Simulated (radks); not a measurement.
Results of a calculation; reference values are marked as such.
Isoelectronic series with 49 electrons, each ion in its NIST ground configuration. Code: a radial shooting solver on a logarithmic mesh with Libxc functionals. Model: scalar-relativistic Kohn-Sham, PBEsol, spin-polarised, spherical densities, finite nucleus; open shells are filled with parallel spins first (spin-orbit coupling, left out, can overturn this in heavy ions); Fermi nuclear charge, rms radius of each element as measured or else 0.836 A^(1/3) + 0.57 fm. Total energies (hartree) and orbital eigenvalues (eV) (* marks an orbital that is empty in some or all of the ions):

ion        configuration  E (hartree)   5p down*     5p up*   5s down*
In     [Kr] 4d10 5s2 5p1  -5878.82398    -2.0881    -2.7936    -7.8912
Sn+    [Kr] 4d10 5s2 5p1  -6174.04640    -9.7789   -10.6622   -17.4364
Sb2+   [Kr] 4d10 5s2 5p1  -6477.56050   -19.5566   -20.5756   -28.9887
Te3+   [Kr] 4d10 5s2 5p1  -6789.37806   -31.0365   -32.1721   -42.2156
I4+    [Kr] 4d10 5s2 5p1  -7109.53262   -44.0487   -45.2895   -56.9726
Xe5+   [Kr] 4d10 5s2 5p1  -7438.05083   -58.4958   -59.8343   -73.1769
Cs6+   [Kr] 4d10 5s2 5p1   -7774.9753   -74.3149   -75.7458   -90.7761
Ba7+   [Kr] 4d10 5s2 5p1   -8120.3446   -91.4624   -92.9817  -109.7344
La8+   [Kr] 4d10 5s2 5p1   -8474.2084  -109.9066  -111.5113  -130.0268
Ce9+   [Kr] 4d10 5s2 5p1   -8836.6125  -129.6239  -131.3115  -151.6353
Pr10+  [Kr] 4d10 5s2 5p1   -9207.6103  -150.5961  -152.3648  -174.5473
Nd11+  [Kr] 4d10 4f1 5s2   -9587.6603  -169.9829  -170.5795  -195.4236
Pm12+  [Kr] 4d10 4f1 5s2   -9976.3035  -193.2183  -193.8025  -220.7028
Sm13+  [Kr] 4d10 4f1 5s2  -10373.7163  -217.6830  -218.2592  -247.2752
Eu14+  [Kr] 4d10 4f2 5s1  -10780.1139  -237.9961  -241.7030  -269.3896
Gd15+      [Kr] 4d10 4f3  -11195.7234  -261.7176  -263.9194  -294.9007
Tb16+      [Kr] 4d10 4f3  -11620.5206  -289.3737  -291.5632  -324.8665
Dy17+      [Kr] 4d10 4f3  -12054.3196  -318.2452  -320.4285  -356.1286
Ho18+      [Kr] 4d10 4f3  -12497.3354  -348.3275  -350.5098  -388.6907
Er19+      [Kr] 4d10 4f3  -12949.5524  -379.6175  -381.8033  -422.5524
Tm20+      [Kr] 4d10 4f3  -13411.1067  -412.1133  -414.3063  -457.7184
